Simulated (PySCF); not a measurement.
PySCF input file for C2H7FSi2, SMILES [SiH3]/C=C\[SiH2]F, PBE-D3(BJ)/def2-SVP. Coordinates come from a PBE-D3(BJ)/def2-SVP optimisation. The structure was generated by enumeration; whether it is a known compound was not checked. One conformer was computed; it need not be the lowest.

```python
import numpy as np
from pyscf import gto, scf, dft, df
from pyscf.hessian import thermo

mol = gto.M(
    atom='''
    F     1.41533216    0.92693717    0.00000000
    Si   -0.03696608    1.70756443    0.00000000
    C    -1.38623844    0.41696604    0.00000000
    C    -1.21429939   -0.92849476   -0.00000000
    Si    0.40572852   -1.92146436   -0.00000000
    H    -0.10497112    2.57213584   -1.22674023
    H    -0.10497112    2.57213584    1.22674023
    H    -2.42465869    0.80862561    0.00000000
    H    -2.13199044   -1.55009948   -0.00000000
    H     1.22626258   -1.65301842   -1.22951197
    H     0.01662978   -3.37542423   -0.00000000
    H     1.22626258   -1.65301842    1.22951197
    ''',
    basis='def2-SVP',
    charge=0,
    spin=0,
    max_memory=1600,
    verbose=3,
)
mf = dft.RKS(mol, xc='pbe').density_fit(auxbasis='def2-universal-jkfit')
mf.disp = 'd3bj'
mf.grids.level = 3
mf.conv_tol = 1e-11
mf.max_cycle = 100
mf.kernel()

# [left out here: the lines that compute and print the analytic Hessian (its translational invariance restored by hand, since the grid's response is missing), thermochemistry and intensities]
```

Program output:

```
[...]
       3   C                -0.01 -0.09  0.00    0.00  0.00  0.04    0.16  0.01  0.00
       4  Si                -0.00  0.04 -0.00   -0.00 -0.00 -0.02   -0.06 -0.01 -0.00
       5   H                 0.13  0.07 -0.00   -0.52  0.25  0.15    0.14  0.02  0.00
       6   H                 0.13  0.07  0.00    0.52 -0.25  0.15    0.14  0.02 -0.00
       7   H                -0.15 -0.20 -0.00    0.00  0.00 -0.19   -0.17 -0.26 -0.00
       8   H                 0.08 -0.23 -0.00    0.00  0.00 -0.13    0.21 -0.07 -0.00
       9   H                 0.07 -0.22 -0.01    0.12 -0.09  0.05   -0.14  0.28  0.01
      10   H                -0.35  0.13  0.00    0.00 -0.00  0.04    0.29 -0.10 -0.00
      11   H                 0.07 -0.22  0.01   -0.12  0.09  0.05   -0.14  0.28 -0.01
Mode                                12                  13                  14
Irrep
Freq [cm^-1]                      725.4221            818.8484            870.2141
Reduced mass [au]                   1.2732              3.1643              1.1676
Force const [Dyne/A]                0.3948              1.2501              0.5209
Char temp [K]                    1043.7210           1178.1406           1252.0443
Normal mode                   x     y     z       x     y     z       x     y     z
       0   F                 0.00 -0.00  0.01    0.14 -0.09  0.00   -0.02  0.00  0.00
       1  Si                -0.00  0.00  0.02   -0.07  0.05 -0.00    0.05  0.01 -0.00
       2   C                -0.00  0.00 -0.10   -0.01  0.01  0.00   -0.03  0.01  0.00
       3   C                 0.00  0.00 -0.08    0.01  0.01  0.00    0.01  0.01  0.00
       4  Si                -0.00  0.00  0.03    0.00 -0.00  0.00   -0.04  0.01  0.00
       5   H                -0.39 -0.15 -0.07   -0.36  0.06  0.03   -0.29 -0.15 -0.08
       6   H                 0.39  0.15 -0.07   -0.36  0.06 -0.03   -0.29 -0.15  0.08
       7   H                -0.00 -0.00  0.40   -0.01  0.01 -0.00   -0.04 -0.02 -0.00
       8   H                 0.00 -0.00  0.41    0.01  0.02 -0.00    0.06 -0.07 -0.00
       9   H                -0.17  0.11 -0.06   -0.05  0.02 -0.03    0.42 -0.09  0.27
      10   H                 0.00 -0.00 -0.06    0.03 -0.01 -0.00    0.31 -0.09 -0.00
      11   H                 0.17 -0.11 -0.06   -0.05  0.02  0.03    0.42 -0.09 -0.27
Mode                                15                  16                  17
Irrep
Freq [cm^-1]                      909.3019            916.6846            923.2482
Reduced mass [au]                   1.0594              1.2912              1.0369
Force const [Dyne/A]                0.5161              0.6393              0.5208
Char temp [K]                    1308.2830           1318.9050           1328.3486
Normal mode                   x     y     z       x     y     z       x     y     z
       0   F                -0.02  0.01 -0.00    0.04 -0.01 -0.00    0.00 -0.00  0.00
       1  Si                 0.02  0.01 -0.00   -0.07 -0.01  0.00   -0.00 -0.00 -0.00
       2   C                -0.02  0.01  0.00    0.04  0.00 -0.00    0.00  0.00  0.01
       3   C                 0.01  0.01  0.00   -0.00  0.00  0.00    0.00  0.00 -0.01
       4  Si                 0.00  0.02  0.00   -0.03  0.02  0.00   -0.00  0.00 -0.03
       5   H                -0.11 -0.20 -0.14    0.33  0.21  0.13   -0.00  0.01  0.01
       6   H                -0.11 -0.20  0.14    0.33  0.21 -0.13    0.00 -0.01  0.01
       7   H                -0.03 -0.03 -0.00    0.04 -0.01  0.00    0.00 -0.00 -0.03
       8   H                 0.03 -0.02 -0.00   -0.04  0.07  0.00   -0.00  0.00 -0.00
       9   H                -0.30 -0.38 -0.29    0.17 -0.29  0.06    0.02  0.44  0.09
      10   H                 0.40 -0.10 -0.00    0.41 -0.10 -0.00    0.00 -0.00  0.75
      11   H                -0.30 -0.38  0.29    0.17 -0.29 -0.06   -0.02 -0.44  0.09
Mode                                18                  19                  20
Irrep
Freq [cm^-1]                      936.0454            990.1687           1122.5216
Reduced mass [au]                   1.2104              1.2163              1.0302
Force const [Dyne/A]                0.6248              0.7026              0.7648
Char temp [K]                    1346.7609           1424.6324           1615.0586
Normal mode                   x     y     z       x     y     z       x     y     z
       0   F                -0.04  0.01  0.00   -0.00  0.00 -0.00    0.00 -0.00 -0.00
       1  Si                 0.05 -0.04 -0.00   -0.00  0.00  0.00   -0.01  0.01  0.00
       2   C                -0.03 -0.00  0.00    0.00 -0.00  0.09   -0.01  0.01 -0.00
       3   C                 0.01  0.00 -0.00    0.00 -0.00 -0.09    0.01 -0.02  0.00
       4  Si                -0.00  0.00 -0.00    0.00 -0.00  0.00   -0.01 -0.01 -0.00
       5   H                -0.26  0.45  0.35    0.01 -0.01 -0.00    0.07 -0.02 -0.03
       6   H                -0.26  0.45 -0.35   -0.01  0.01 -0.00    0.07 -0.02  0.03
       7   H                -0.01  0.06 -0.00   -0.00 -0.00 -0.62    0.22  0.68  0.00
       8   H                 0.06 -0.07  0.00   -0.00  0.00  0.65    0.36 -0.56  0.00
       9   H                -0.07 -0.07 -0.07   -0.00 -0.02 -0.00   -0.02  0.03 -0.00
      10   H                 0.07 -0.02  0.00   -0.00  0.00 -0.02    0.05 -0.02  0.00
      11   H                -0.07 -0.07  0.07    0.00  0.02 -0.00   -0.02  0.03  0.00
Mode                                21                  22                  23
Irrep
Freq [cm^-1]                     1283.3453           1585.9689           2164.2778
Reduced mass [au]                   1.3850              9.3653              1.0298
Force const [Dyne/A]                1.3440             13.8792              2.8421
Char temp [K]                    1846.4481           2281.8561           3113.9139
Normal mode                   x     y     z       x     y     z       x     y     z
       0   F                 0.00 -0.00  0.00   -0.00 -0.00 -0.00    0.00  0.00 -0.00
       1  Si                -0.01 -0.01 -0.00    0.00  0.01  0.00   -0.00  0.00 -0.00
       2   C                 0.08  0.07 -0.00    0.00 -0.20  0.00   -0.00 -0.00 -0.00
       3   C                -0.10  0.05 -0.00   -0.04  0.20  0.00    0.00  0.00  0.00
       4  Si                 0.00 -0.01  0.00    0.00 -0.01 -0.00   -0.00  0.03  0.00
       5   H                 0.00  0.01  0.02    0.02  0.01 -0.00    0.01 -0.06  0.09
       6   H                 0.00  0.01 -0.02    0.02  0.01  0.00    0.01 -0.06 -0.09
       7   H                -0.14 -0.53 -0.00    0.11  0.03  0.00    0.00  0.01 -0.00
       8   H                 0.31 -0.55  0.00    0.11  0.01 -0.00    0.00  0.01  0.00
       9   H                -0.02  0.02 -0.01   -0.00  0.01 -0.00    0.12  0.05 -0.18
      10   H                 0.00 -0.01 -0.00    0.03 -0.01  0.00   -0.24 -0.89  0.00
      11   H                -0.02  0.02  0.01   -0.00  0.01  0.00    0.12  0.05  0.18
Mode                                24                  25                  26
Irrep
Freq [cm^-1]                     2173.6463           2174.3145           2175.7363
Reduced mass [au]                   1.0394              1.0296              1.0525
Force const [Dyne/A]                2.8936              2.8679              2.9356
Char temp [K]                    3127.3931           3128.3544           3130.4002
Normal mode                   x     y     z       x     y     z       x     y     z
       0   F                -0.00  0.00 -0.00    0.00 -0.00 -0.00   -0.00 -0.00 -0.00
       1  Si                 0.00 -0.00  0.00    0.00 -0.03  0.00    0.00 -0.00 -0.04
       2   C                 0.00 -0.00  0.00    0.00  0.00  0.00    0.00  0.00 -0.00
       3   C                 0.00  0.00  0.00   -0.00  0.00  0.00   -0.00  0.00 -0.00
       4  Si                 0.03  0.02 -0.00   -0.00  0.00  0.00    0.00 -0.00  0.01
       5   H                -0.01  0.04 -0.05   -0.03  0.38 -0.57    0.03 -0.39  0.54
       6   H                -0.01  0.04  0.05   -0.03  0.38  0.57   -0.03  0.39  0.54
       7   H                -0.00 -0.00  0.00    0.00 -0.01  0.00    0.00 -0.00 -0.00
       8   H                 0.01 -0.00 -0.00    0.00 -0.00  0.00    0.00 -0.00  0.00
       9   H                -0.35 -0.11  0.54    0.05  0.02 -0.08    0.09  0.03 -0.13
      10   H                -0.08 -0.31 -0.00   -0.03 -0.11  0.00    0.00  0.00  0.00
      11   H                -0.35 -0.11 -0.54    0.05  0.02  0.08   -0.09 -0.03 -0.13
Mode                                27                  28                  29
Irrep
Freq [cm^-1]                     2180.9102           3018.7673           3044.3560
Reduced mass [au]                   1.0523              1.0831              1.0923
Force const [Dyne/A]                2.9488              5.8152              5.9649
Char temp [K]                    3137.8442           4343.3340           4380.1504
Normal mode                   x     y     z       x     y     z       x     y     z
       0   F                -0.00 -0.00 -0.00    0.00 -0.00  0.00   -0.00 -0.00 -0.00
       1  Si                -0.00  0.00  0.01   -0.00  0.00 -0.00   -0.00 -0.00  0.00
       2   C                 0.00  0.00 -0.00   -0.07  0.03  0.00    0.04 -0.02 -0.00
       3   C                -0.00 -0.00  0.00    0.03  0.02 -0.00    0.06  0.04  0.00
       4  Si                 0.00 -0.00  0.04    0.00  0.00 -0.00   -0.00  0.00 -0.00
       5   H                -0.01  0.09 -0.13   -0.00 -0.00  0.00    0.00  0.00 -0.00
       6   H                 0.01 -0.09 -0.13   -0.00 -0.00 -0.00    0.00  0.00  0.00
       7   H                -0.00 -0.00 -0.00    0.80 -0.29 -0.00   -0.42  0.15  0.00
       8   H                -0.00 -0.00  0.00   -0.37 -0.25  0.00   -0.70 -0.47 -0.00
       9   H                 0.37  0.13 -0.54   -0.00 -0.00  0.00    0.00 -0.00  0.00
      10   H                 0.00  0.00  0.01   -0.00 -0.00  0.00   -0.00 -0.00 -0.00
      11   H                -0.37 -0.13 -0.54   -0.00 -0.00 -0.00    0.00 -0.00 -0.00
temperature 298.1500 [K]
pressure 101325.00 [Pa]
Rotational constants [GHz] 4.91157 1.99066 1.46653
Symmetry number 1
Zero-point energy (ZPE) 0.07516 [Eh]   197340.092 [J/mol]
                           tot       elec      trans        rot        vib
Entropy [J/mol/K]       367.016      0.000    166.936    115.092     84.989
Cv [J/mol/K]            114.282      0.000     12.472     12.472     89.339
Cp [J/mol/K]            122.596      0.000     20.786     12.472     89.339
Internal energy [J/mol]                      3718.434   3718.434 210252.675
Internal energy [Eh]   -758.36422  -758.44713
Enthalpy [J/mol]                             6197.391   3718.434 210252.675
Enthalpy [Eh]          -758.36327
Gibbs free energy [J/mol]                  -43574.502 -30596.138 184913.249
Gibbs free energy [Eh] -758.40495
mode   freq/cm-1   IR/(km/mol)
   1       24.85         0.110
   2      114.05         4.464
   3      158.24         0.071
   4      213.96         2.700
   5      262.43         0.024
   6      451.90        16.352
   7      477.69         1.271
   8      587.19        20.184
   9      642.10         0.682
  10      651.56        66.125
  11      680.03        71.072
  12      714.92        43.887
  13      725.42        82.578
  14      818.85        15.480
  15      870.21       100.809
  16      909.30       119.155
  17      916.68       234.751
  18      923.25        44.250
  19      936.05       101.955
  20      990.17         0.338
  21     1122.52         4.575
  22     1283.35         2.558
  23     1585.97         0.601
  24     2164.28       147.962
  25     2173.65        55.823
  26     2174.31        87.115
  27     2175.74        76.409
  28     2180.91       137.411
  29     3018.77         7.110
  30     3044.36        10.390
max |gradient| / (hartree/bohr): 0.00023976466300116355
APT charges: [-0.5691  1.3648 -0.3229 -0.2478  1.0062 -0.2684 -0.2684  0.0075  0.0066
 -0.2296 -0.2493 -0.2296]
```

Self-consistency was reached.

Cost: roughly 100 core-seconds.
